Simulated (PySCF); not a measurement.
H3NbO4, multiplicity 1. Atoms are numbered in the order given.

```xyz
8

Nb     0.0000     0.0000    -0.0222
O      0.0000     0.0000    -1.7320
O      1.5615     0.9016     0.5987
H      2.2928     1.3237     0.1325
O     -1.5615     0.9016     0.5987
H     -2.2928     1.3237     0.1325
O      0.0000    -1.8031     0.5987
H      0.0000    -2.6475     0.1325
```

Geometry optimised at B3LYP-D3(BJ)/def2-SVP. The multiplicity is an assumed one; other spin states were not compared. The def2 effective core potentials stand for the cores of Nb; spin–orbit coupling is left out. The values are those of a single conformer.

Calculation: CAM-B3LYP/def2-TZVP in PySCF.

Symmetry labels are those of the subgroup Cs that the program uses (full group C3v).

**Question.** List the valence orbital energies around the gap with their symmetry. (An estimate is asked for; the answer gives what the named calculation found.)

**Answer.** 
```tsv
orbital	symmetry	energy (eV)
HOMO−7	A"	-12.57
HOMO−6	A'	-12.57
HOMO−5	A'	-11.16
HOMO−4	A"	-11.16
HOMO−3	A'	-10.99
HOMO−2	A"	-10.99
HOMO−1	A'	-10.89
HOMO	A"	-10.78
LUMO	A"	0.31
LUMO+1	A'	0.31
LUMO+2	A'	0.34
LUMO+3	A'	0.94
```
